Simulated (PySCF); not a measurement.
GeH2Br2, SMILES [Br][GeH2][Br].

The structure is a stationary point at B3LYP-D3(BJ)/def2-SVP.

These are PBE/def2-TZVPD (PySCF) values and carry that method's errors.

Symmetry labels are those of the subgroup C2v that the program uses (full group C2v).

**Question.** List the valence orbital energies around the gap with their symmetry. (An estimate is asked for; the answer gives what the named calculation found.)

**Answer.** 
| orbital | symmetry | energy (eV) |
|---|---|---|
| HOMO−7 | A1 | -14.15 |
| HOMO−6 | B2 | -9.82 |
| HOMO−5 | A1 | -9.49 |
| HOMO−4 | B1 | -9.43 |
| HOMO−3 | A1 | -7.61 |
| HOMO−2 | A2 | -7.46 |
| HOMO−1 | B1 | -7.28 |
| HOMO | B2 | -7.26 |
| LUMO | A1 | -2.45 |
| LUMO+1 | B1 | -1.46 |
| LUMO+2 | A1 | -0.73 |
| LUMO+3 | B2 | 0.16 |
